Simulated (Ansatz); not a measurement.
Computed with Ansatz on PBE0-D4/def2-TZVP structures; ΔE is electronic, products minus reactants. CBS: MP2 limit from def2 TZ/QZ plus the TZ coupled-cluster correction, frozen cores. This one scheme is used for every species. DFT in def2-TZVPP. For Ge outer-core shells are correlated without core-valence functions, which leaves a few kJ/mol of doubt a bond. Scalar relativity is left out up to krypton. One conformer a species, not always the lowest.

Consider the formal exchange of groups at a C–C bond: `CC1=CC1` + `[CH3][GeH3]` → `[CH3][GeH2][C]1=CC1` + CH₄.

(1) Is it downhill or uphill in electronic energy at CCSD(T)/CBS, and by how much? (Best estimate.)

(2) What do these levels give: ωB97X-V, ωB97M-V, B2PLYP, SCS-MP2/def2-TZVPP, CCSD(T)/def2-TZVPP, HF/CBS(def2)? (An estimate is asked.)

Largest T1 diagnostic among the species: 0.011.

## Answers

(1) Computed: Downhill: ΔE = -37.0 kJ/mol.

(2) Ansatz gave: ωB97X-V -30.2, ωB97M-V -31.9, B2PLYP -33.6, SCS-MP2/def2-TZVPP -40.7, CCSD(T)/def2-TZVPP -39.1, HF/CBS(def2) -26.4 kJ/mol.

The D4 term adds −4.2 kJ/mol with B3LYP and −2.6 kJ/mol with PBE0; it sums over pairs of atoms, weighted by their polarisabilities, and B3LYP, whose exchange is more repulsive, gets the larger term. In def2-TZVPP, CCSD(T) changes the Hartree–Fock value by −11.5 kJ/mol (the triples alone add −2.1 kJ/mol) and MP2 by −15.2 kJ/mol.

B3LYP here is the variant with VWN-RPA as its local correlation; programs differ in this.
